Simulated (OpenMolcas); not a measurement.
Levels of Ru+ by method

```yaml
Program: OpenMolcas 26.06
Basis: ANO-RCC-VTZP [7s6p4d2f1g]
Scalar_Hamiltonian: DKH2, point nucleus
Active_space: 7 electrons in 6 orbitals (4d 5s)
State_averaging: 2S+1 = 6 even, 6 roots; 2S+1 = 4 even, 50 roots; 2S+1 = 2 even, 105 roots
Spin-orbit_coupling: state interaction with AMFI integrals over the reference wave functions, term energies averaged over their components
```

Methods on the same reference wave functions:
A. CASSCF
B. SS-CASPT2, IPEA 0.25 Eh, imaginary shift 0.1 Eh (closed shells correlated: 4s 4p)
C. MS-CASPT2, IPEA 0.25 Eh, imaginary shift 0.1 Eh (closed shells correlated: 4s 4p)

Energies in cm⁻¹ above 4d⁷ ⁴F_9/2, the measured ground level; measured values from NIST Handbook of Basic Atomic Spectroscopic Data.

```json
{"Level": "4d⁶ 5s ⁶D_9/2", "A": "-631", "B": "6830", "C": "6910", "Measured": "9151"}
{"Level": "4d⁷ ⁴F_9/2", "A": "0.0", "B": "0.0", "C": "0.0", "Measured": "0.0"}
{"Level": "4d⁶ 5s ⁶D_7/2", "A": "432", "B": "7820", "C": "7900", "Measured": "10150"}
{"Level": "4d⁶ 5s ⁶D_5/2 [64 %]", "A": "1132", "B": "8880", "C": "8610", "Measured": "10852"}
{"Level": "4d⁷ ⁴F_7/2", "A": "1525", "B": "1622", "C": "1635", "Measured": "1523"}
{"Level": "4d⁶ 5s ⁶D_3/2 [62 %]", "A": "1603", "B": "9430", "C": "9090", "Measured": "11304"}
{"Level": "4d⁶ 5s ⁶D_1/2 [64 %]", "A": "1880", "B": "8700", "C": "9420", "Measured": "11604"}
{"Level": "4d⁷ ⁴F_5/2", "A": "2564", "B": "2660", "C": "2690", "Measured": "2494"}
{"Level": "4d⁷ ⁴F_3/2", "A": "3230", "B": "3310", "C": "3340", "Measured": "3104"}
{"Level": "4d⁷ ⁴P_5/2 [64 %]", "A": "10737", "B": "7810", "C": "7310", "Measured": "8257"}
{"Level": "4d⁷ ⁴P_3/2 [56 %]", "A": "11177", "B": "8150", "C": "7590", "Measured": "8478"}
{"Level": "4d⁷ ²G_9/2", "A": "11692", "B": "10890", "C": "10970", "Measured": ""}
{"Level": "4d⁷ ⁴P_1/2 [60 %]", "A": "12284", "B": "10250", "C": "8440", "Measured": "9374"}
{"Level": "4d⁷ ²G_7/2", "A": "13113", "B": "12340", "C": "12420", "Measured": ""}
{"Level": "4d⁶ 5s ⁴D_7/2(1)", "A": "13439", "B": "15820", "C": "15900", "Measured": ""}
{"Level": "4d⁶ 5s ⁴D_5/2(1)", "A": "14554", "B": "16990", "C": "17070", "Measured": ""}
{"Level": "4d⁶ 5s ⁴D_1/2(1)", "A": "15465", "B": "18210", "C": "18280", "Measured": ""}
{"Level": "4d⁷ ²H_11/2", "A": "16495", "B": "15150", "C": "15230", "Measured": ""}
{"Level": "4d⁷ ²D_5/2", "A": "16699", "B": "14530", "C": "14630", "Measured": ""}
{"Level": "4d⁷ ²P_1/2", "A": "17389", "B": "14660", "C": "14710", "Measured": ""}
{"Level": "4d⁷ ²H_9/2", "A": "17938", "B": "16630", "C": "16710", "Measured": ""}
{"Level": "4d⁶ 5s ⁴H_13/2", "A": "19641", "B": "24210", "C": "24290", "Measured": ""}
{"Level": "4d⁶ 5s ⁴H_11/2", "A": "19880", "B": "24360", "C": "24440", "Measured": ""}
{"Level": "4d⁶ 5s ⁴H_9/2 [66 %]", "A": "20094", "B": "24390", "C": "24480", "Measured": ""}
```

A puts 4d⁶ 5s ⁶D_9/2 lowest.

Deviations, from unrounded energies. A percentage is the sum of absolute deviations over the sum of measured energies, with the sign that they share, or ± where signs differ.

| Against measurement | Levels | A | B | C |
| --- | --- | --- | --- | --- |
| mean absolute deviation (cm-1) | 11 | 5200 | 1200 | 1300 |
| fine structure of the ground term (%) | 3 | +2.8 | +6.6 | +7.6 |
| other terms of the ground configuration (%) | 3 | +31.0 | ±6.3 | -10.6 |
| other configurations (%) | 5 | -91.7 | -21.5 | -21.0 |

B lies closest to measurement on these levels and A furthest from it. The largest miss of B in the table is 4d⁶ 5s ⁶D_1/2 [64 %], by -2900 cm-1. The ranking rests on the paired levels alone, and a cruder setting can come out closer through cancelling errors.

Between B and C the level of the table that moves most is 4d⁷ ⁴P_1/2 [60 %], by 1800 cm-1 (lowest in C, highest in B). Moves below CASPT2's spread within the term are not significant.

The mean deviations of B to C differ by less than CASPT2's widest spread within a term (1500 cm-1), so their order carries little weight.

From A to B the spin-free energies of the other terms of 4d⁷ shown, above ⁴F, scale by factors of 0.73 to 0.92, as is usual when dynamic correlation screens the repulsion within a d or f shell.

The lowest spin-free term lies below A's lowest term by 0.487 hartree in B, 0.488 hartree in C.

CASPT2 does not keep the components of a term degenerate, so their means are used; among the terms shown or strongly mixed into the levels shown the widest spread is 1500 cm-1 (4d⁷ ⁴F, C). Configurations are named by rounded mean occupations; where the s occupation lies near a half they are strongly mixed, a name can repeat and a true partner stay unpaired. A single d shell beside an s shell can misplace configurations of different d count against each other. Without dynamic correlation excited terms often stand tens of per cent too high (terms of higher spin than the ground term too low), and those without a measured partner can miss by more than the paired ones (holds for A). The lowest computed level is not the ground level that NIST lists (4F9/2) (holds for A). Some levels mix across a computed gap that differs much from the measured one, so their mixing is not that of the real levels (holds for B; C). Blocks of more than 70 roots (2S+1 = 2 even) ran without multistate coupling (holds for C). Computed and measured levels are paired by configuration, term and J; levels that our copy of the source lacks, or whose pairing is in doubt (as where it misses far off the trend of its configuration), stay unpaired and out of the deviations. Levels of configurations outside the active space are missing. The table leaves out levels that lie high or whose names do not pair safely across all columns.

A share in square brackets marks a mixed level and gives the weight of the term that names it, the lowest over the columns. A number in round brackets counts repeated terms of one configuration in the order of the reference energies.
